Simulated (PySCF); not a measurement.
Steps of a relaxation of Ho(BH4)3(NH3)

Ho(BH4)3(NH3) (singlet in the valence; each metal's 4f electrons, 10 of them, lie in its core potential, out of spins and levels; a saddle point, relaxed within its symmetry). PySCF 2.14.0, RKS PBE0, Ho lcecp-1-SVP with ECP56, B def2-SVP, H def2-SVP, N def2-SVP; non-relativistic Hamiltonian with scalar-relativistic core potentials where named; density fitting; no spin-orbit coupling. Origin of the start: template. Columns: position (Å) and force (eV/Å). Energies are counted from the last step; some of the 21 steps are shown. Forces carry noise of the integration grid, about 0.01 to 0.03 eV/Å.

Run from Python with OMP_NUM_THREADS=4. Where DIIS fails, smearing, a level shift and second-order steps follow.
It took 2.2 min on 4 threads of Intel(R) Xeon(R) 6975P-C (Granite Rapids), with other jobs on the host, from the converged density of the start.

```xyz
20
step 0  E = 0.385 eV
Ho    0.0175   -0.0175    0.0175     0.90   -0.90    0.72
B     1.4323    1.3973    1.4323     0.13    0.29    0.19
H     2.1251    2.0901    2.1251     0.12    0.14    0.13
H     1.6734    0.1947    1.6734    -0.31    0.01   -0.31
H     1.6734    1.6384    0.2297    -0.23   -0.18   -0.13
H     0.2297    1.6384    1.6734    -0.12   -0.16   -0.22
B    -1.3973   -1.4323    1.4323    -0.29   -0.13    0.19
H    -2.0901   -2.1251    2.1251    -0.14   -0.12    0.13
H    -1.6384   -0.2297    1.6734     0.16    0.12   -0.22
H    -1.6384   -1.6734    0.2297     0.18    0.23   -0.13
H    -0.1947   -1.6734    1.6734    -0.01    0.31   -0.31
B     1.4323   -1.4323   -1.3973     0.26   -0.26    0.00
H     2.1251   -2.1251   -2.0901     0.13   -0.13   -0.15
H     0.7110   -2.1547   -0.6760    -0.09    0.38   -0.03
H     0.7110   -0.7110   -2.1197    -0.26    0.26    0.17
H     2.1547   -0.7110   -0.6760    -0.38    0.09   -0.03
N    -1.4230    1.4230   -1.4230     0.00    0.00    0.08
H    -2.0362    2.0362   -0.8859    -0.08    0.08    0.08
H    -0.8859    2.0362   -2.0362     0.09    0.06   -0.08
H    -2.0362    0.8859   -2.0362    -0.06   -0.09   -0.08
```

```xyz
20
step 7  E = 0.023 eV
Ho    0.2277   -0.2277    0.1714    -0.22    0.22   -0.07
B     1.3786    1.5418    1.3881     0.14    0.03    0.12
H     2.0060    2.3496    2.0289    -0.03    0.02   -0.03
H     1.6838    0.3607    1.7160     0.03    0.10    0.02
H     1.5997    1.6091    0.1585    -0.01   -0.01   -0.01
H     0.1454    1.6290    1.5501    -0.01   -0.01   -0.02
B    -1.5418   -1.3786    1.3881    -0.03   -0.14    0.12
H    -2.3496   -2.0060    2.0289    -0.02    0.03   -0.03
H    -1.6290   -0.1454    1.5501     0.01    0.01   -0.02
H    -1.6091   -1.5997    0.1585     0.01    0.01   -0.01
H    -0.3607   -1.6838    1.7160    -0.10   -0.03    0.02
B     1.4513   -1.4513   -1.5305     0.15   -0.15   -0.01
H     2.0612   -2.0612   -2.3734     0.00    0.00   -0.01
H     0.7798   -2.1961   -0.7811     0.03    0.00   -0.06
H     0.6341   -0.6341   -2.0155    -0.03    0.03   -0.02
H     2.1961   -0.7798   -0.7811     0.00   -0.03   -0.06
N    -1.2597    1.2597   -1.1920     0.04   -0.04    0.03
H    -1.8636    1.8636   -0.6305     0.03   -0.03    0.05
H    -0.7249    1.8802   -1.8030     0.01    0.00    0.01
H    -1.8802    0.7249   -1.8030     0.00   -0.01    0.01
```

```xyz
20
step 13  E = 0.002 eV
Ho    0.2480   -0.2480    0.1928     0.03   -0.03    0.04
B     1.3843    1.5841    1.3651    -0.01   -0.03   -0.03
H     1.9689    2.4578    1.9559     0.01    0.00    0.01
H     1.7300    0.4314    1.7378     0.00    0.02   -0.01
H     1.5901    1.6051    0.1298     0.01    0.01   -0.01
H     0.1458    1.6289    1.5218     0.00    0.00    0.00
B    -1.5841   -1.3843    1.3651     0.03    0.01   -0.03
H    -2.4578   -1.9689    1.9559     0.00   -0.01    0.01
H    -1.6289   -0.1458    1.5218     0.00    0.00    0.00
H    -1.6051   -1.5901    0.1298    -0.01   -0.01   -0.01
H    -0.4314   -1.7300    1.7378    -0.02    0.00   -0.01
B     1.4673   -1.4673   -1.5493    -0.01    0.01    0.05
H     2.0580   -2.0580   -2.4190     0.01   -0.01    0.00
H     0.8042   -2.2229   -0.8049     0.01    0.00   -0.01
H     0.6388   -0.6388   -2.0054    -0.01    0.01    0.00
H     2.2229   -0.8042   -0.8049     0.00   -0.01   -0.01
N    -1.2265    1.2265   -1.1223    -0.01    0.01    0.00
H    -1.8054    1.8054   -0.5109    -0.01    0.01    0.00
H    -0.7077    1.8666   -1.7263     0.00    0.01    0.00
H    -1.8666    0.7077   -1.7263    -0.01    0.00    0.00
```

Q: Where does the relaxation end?

A: It converges at step 20 in Cs:
```xyz
20
step 20  E = 0
Ho    0.2507   -0.2507    0.1984
B     1.3951    1.5954    1.3391
H     1.9824    2.4748    1.9189
H     1.7563    0.4488    1.7128
H     1.5832    1.6126    0.1012
H     0.1587    1.6329    1.5157
B    -1.5954   -1.3951    1.3391
H    -2.4748   -1.9824    1.9189
H    -1.6329   -0.1587    1.5157
H    -1.6126   -1.5832    0.1012
H    -0.4488   -1.7563    1.7128
B     1.4806   -1.4806   -1.5241
H     2.0756   -2.0756   -2.3881
H     0.8143   -2.2327   -0.7808
H     0.6534   -0.6534   -1.9892
H     2.2327   -0.8143   -0.7808
N    -1.2401    1.2401   -1.0978
H    -1.8101    1.8101   -0.4696
H    -0.7321    1.8911   -1.6995
H    -1.8911    0.7321   -1.6995
```

Q: How did the contacts change?

A: 
```csv
contact,start (Å),end (Å)
Ho1–H4 (BH4),2.351,2.247
Ho1–H9 (BH4),2.351,2.300
Ho1–H14 (BH4),2.351,2.281
Ho1–N17 (NH3),2.495,2.475
Ho1–H11 (BH4),2.351,2.247
Ho1–H15 (BH4),2.351,2.261
```


An lcecp potential fixes the number of 4f electrons, so in runs with it no electron can move into or out of that shell.
